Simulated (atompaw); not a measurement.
## Pseudopotential generation for Pm: PAW (atompaw), PBE, scalar-relativistic.

atompaw 4.2.0.5 was run on this input:

```
Pm 61
GGA-PBE scalarrelativistic loggrid 2001 logderivrange -6 5 276
6 6 5 4 0 0
6 0 1
6 1 0
5 2 0
4 3 5
0 0 0
c
c
c
c
v
v
c
c
c
v
v
c
c
v
v
3
2.85 2.30 2.75 2.50
n
n
y
4.15
n
y
0.05
n
custom rrkj gramschmidtortho sinc
bessel
2.50
2.85
2.20
2.30
2.45
2.45
1.60
1.60
PWSCFOUT
UPFDX 0.0125d0 UPFXMIN -7.d0 UPFZMESH 61.d0
END
```

Command:

```bash
atompaw < Pm.input > Pm.log
```

The program printed (summary file):

```
Completed calculations for Pm (AE)

 Exchange-correlation type: GGA, Perdew-Burke-Ernzerhof

 Radial integration grid is logarithmic
 r0 =   1.1058793E-04 h =   6.7458638E-03   n =      2001 rmax =   8.0000000E+01

 Scalar relativistic calculation

 AEatom converged in  40 iterations
   nz     =  61.00
   delta  =       7.853333834624E-16

 All Electron Orbital energies:
  n  l      occupancy      energy
  1  0      2.0000000E+00 -3.3096842E+03
  2  0      2.0000000E+00 -5.3847892E+02
  3  0      2.0000000E+00 -1.1776642E+02
  4  0      2.0000000E+00 -2.3767430E+01
  5  0      2.0000000E+00 -3.5234913E+00
  6  0      1.0000000E+00 -6.1081189E-01
  2  1      6.0000000E+00 -4.8089671E+02
  3  1      6.0000000E+00 -9.9688573E+01
  4  1      6.0000000E+00 -1.7836679E+01
  5  1      6.0000000E+00 -2.1111764E+00
  6  1      0.0000000E+00 -3.8765009E-01
  3  2      1.0000000E+01 -7.4923240E+01
  4  2      1.0000000E+01 -9.4628819E+00
  5  2      0.0000000E+00 -5.3398504E-01
  4  3      5.0000000E+00 -5.9919043E-01

 Total energy
   Total                    :   -20040.70008109030096

 ---
 Completed calculations for Pm (SC)

 Exchange-correlation type: GGA, Perdew-Burke-Ernzerhof

 Radial integration grid is logarithmic
 r0 =   1.1058793E-04 h =   6.7458638E-03   n =      2001 rmax =   8.0000000E+01

 Scalar relativistic calculation

 SCatom converged in   3 iterations
   nz     =  61.00
   delta  =       2.775138440115E-17

 Valence Electron Orbital energies:
  n  l      occupancy      energy
   5  0      2.0000000E+00 -3.5234913E+00
   6  0      1.0000000E+00 -6.1081189E-01
   5  1      6.0000000E+00 -2.1111764E+00
   6  1      0.0000000E+00 -3.8765009E-01
   5  2      0.0000000E+00 -5.3398504E-01
   4  3      5.0000000E+00 -5.9919043E-01

 Total energy
   Total                    :   -20040.70008109149057
   Valence                  :     -568.44854605917567

 PAW parameters:
       lmax =            3
         rc =    2.8563157082897108
        irc =         1507
   rc_shape =    2.3017175618007055
    rc_vloc =    2.7615771102315416
    rc_core =    2.5126949783284545
   Vloc: truncated form - Vps(r)=A.sin(qr)/r for r<rc
   Projector type: RRKJ pseudization + Gram-Schmidt ortho.
   Sinc^2 compensation charge shape zeroed at   2.3017E+00

 Number of basis functions     8
 No.   n  nodes  l      Energy         Cp coeff         Occ
  1    5    4    0   -0.3523491E+01  0.1000000E+01  0.2000000E+01
  2    6    5    0   -0.6108119E+00  0.8854384E+00  0.1000000E+01
  3    5    3    1   -0.2111176E+01  0.1000000E+01  0.6000000E+01
  4    6    4    1   -0.3876501E+00  0.2011972E+00  0.0000000E+00
  5    5    2    2   -0.5339850E+00  0.1000000E+01  0.0000000E+00
  6  999    3    2    0.4150000E+01 -0.3036290E+00  0.0000000E+00
  7    4    0    3   -0.5991904E+00  0.1000000E+01  0.5000000E+01
  8  999    1    3    0.5000000E-01  0.1150747E+00  0.0000000E+00

 Eigenvalues of overlap operator (in the basis of projectors):
    1        1.30367352E-01
    2        5.07963360E-01
    3        7.54073730E-01
    4        1.98151392E+00
    5        5.10384451E+00
    6        6.88407502E+00
    7        9.70826900E+00
    8        2.67699216E+01

 Orbital leakage outside PAW augmentation regions
   orb  is_core?  %out_of_sphere
   1 0    T           0.00
   2 0    T           0.00
   3 0    T           0.00
   4 0    T           0.00
   5 0    F           0.97
   6 0    F          81.54
   2 1    T           0.00
   3 1    T           0.00
   4 1    T           0.00
   5 1    F           4.33
   6 1    F          93.22
   3 2    T           0.00
   4 2    T           0.00
   5 2    F          42.19
   4 3    F           2.23

 Summary of PAW energies
   Total valence energy     :   -568.44855173151291
   Smooth energy            :     74.42912129456262
   One center               :   -642.87767302607551
   Smooth kinetic           :     42.08764898565191
   Vloc energy              :     35.54133996233384
   Smooth exch-corr         :    -14.42006511525049
   One-center xc            :   -442.55932108018845
```

The run took about 15 s on one core of a shared server CPU.
